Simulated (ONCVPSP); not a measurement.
## Pseudopotential generation for indium: ONCV, PBE, scalar-relativistic.

ONCVPSP 4.0.1 input, shortened (lines: element, Z, core and valence counts, functional; n l f; lmax; l rc ep ncon nbas qcut; lloc lpopt rc5 dvloc0; l nproj debl; icmod fcfact rcfact), PBE, scalar-relativistic:

```
  In 49.00    9    2        4      upf
    1    0    2.00
    2    0    2.00
    2    1    6.00
    3    0    2.00
    3    1    6.00
    3    2   10.00
    4    0    2.00
    4    1    6.00
    4    2   10.00
    5    0    2.00
    5    1    1.00
    2
    0    2.05    0.00    4    8    3.30
    1    3.15    0.00    4    8    3.00
    2    3.05    0.13    3    7    3.10
    0    5    2.05    0.00
    0    0    1.90
    1    3    2.20
    2    2    3.10
    1    0.45    0.00
```

Poles of the logarithmic derivatives, all-electron (AE) and pseudo (PS). s: poles at 1.8 (AE) and 1.6 (PS) Ha. p: poles at 0.5, 3.1 (AE) and 0.5, 3.1 (PS) Ha. d: poles at -0.7, 1.4, 4.4 (AE) and 1.3, 4.3 (PS) Ha. Test radii: s 2.08, p 3.21, d 3.09 bohr.

* Cutoffs needed: 5.4 Ha and 18 Ha (the cutoffs (Ha) at which the residual kinetic energy of the hardest occupied pseudo-wave falls to 1 and 0.1 mHa per electron) The cutoffs count occupied waves only; projector 3 of the p channel, the hardest unoccupied one, needs 18 Ha at the loose tolerance.
* Ghost test: no bound ghost flagged; GHOST(+) flagged for p at 164.1 eV
* Largest excitation error: -214 meV (all-electron minus pseudo) for 5s1 5p0, out of 4 test configurations
* rms error of d²Exc/dni dnj: 7.69 mHa without and 0.34 mHa with the model core
